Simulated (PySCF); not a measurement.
## Zn²⁺ (zinc, charge +2) across methods

[Ar] 3d9 4s1, high-spin 3D determinant (an excited configuration). Calculation: PySCF 2.14, in aug-cc-pwCVTZ-DK (10s9p7d4f3g, 127 functions); scalar relativity by spin-free X2C-1e. The B2PLYP total includes its PT2 part (frozen core); its orbital energies are those of the SCF part.

```csv
method,E (hartree),mean ε 3d α (eV),mean ε 3d β (eV),mean ε 4s α (eV),Σ⟨r²⟩ (bohr²),⟨S²⟩
r2SCANh,-1794.520,-40.414,-38.864,-26.733,18.09,2.001
UHF,-1793.06791,-50.793,-48.895,-29.064,18.14,2.001
revPBE,-1794.470,-38.533,-37.104,-25.940,18.21,2.000
r2SCAN,-1794.533,-39.159,-37.628,-26.392,18.10,2.001
B2PLYP,-1794.287,-45.209,-43.601,-27.825,18.13,2.000
PBE,-1794.303,-38.617,-37.190,-26.053,18.20,2.000
LDA,-1791.524,-38.960,-37.502,-26.380,18.16,2.000
```

(1) Estimate the same row for PBE0.

## Answers

(1) E (hartree) = -1794.321; mean ε 3d α (eV) = -41.890; mean ε 3d β (eV) = -40.368; mean ε 4s α (eV) = -26.947; Σ⟨r²⟩ (bohr²) = 18.13; ⟨S²⟩ = 2.000.
